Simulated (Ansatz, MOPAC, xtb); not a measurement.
Complex: GeH4O (SMILES [OH][GeH3]) (first 6 atoms) with NH3 (SMILES N); geometry from B3LYP-D3(BJ)/def2-TZVP, rigid monomers moved along the line of their centres of mass till H3···N7 is 2.18 Å.
(charge 0, multiplicity 1):
```tsv
atom	x (Å)	y (Å)	z (Å)
O	-0.3625	0.7143	0.5752
Ge	0.5148	-0.7074	-0.0353
H	-0.4611	0.6907	1.5500
H	1.9372	-0.7770	0.5683
H	0.5841	-0.5258	-1.5584
H	-0.2374	-2.0114	0.3202
N	-0.7473	0.7495	3.7098
H	-1.7244	0.9194	3.9206
H	-0.4771	-0.1090	4.1765
H	-0.2083	1.5048	4.1181
```

Interaction energies are E(AB) − E(A) − E(B) at the monomers' geometry in the complex; basis-set methods are counterpoise corrected.

Frozen-core correlation. Filled d and f shells under p-block atoms count as core. The state that AM1 reach isn't checked.

Codes used: Ansatz (Gaussian basis) for Hartree–Fock, density functionals and correlated methods; MOPAC for AM1 (differences of heats of formation); xtb for the GFN methods. Each number belongs to the level named beside it.

One of these levels gives -6.39 kcal/mol for the interaction energy. Which one is it?
A. HF/aug-cc-pVDZ
B. MP2/aug-cc-pVDZ
C. AM1
D. GFN1-xTB

B, MP2/aug-cc-pVDZ. The others give -1.25 (AM1), -7.06 (GFN1-xTB), -5.00 (HF/aug-cc-pVDZ)

Ansatz is a first-principles code.
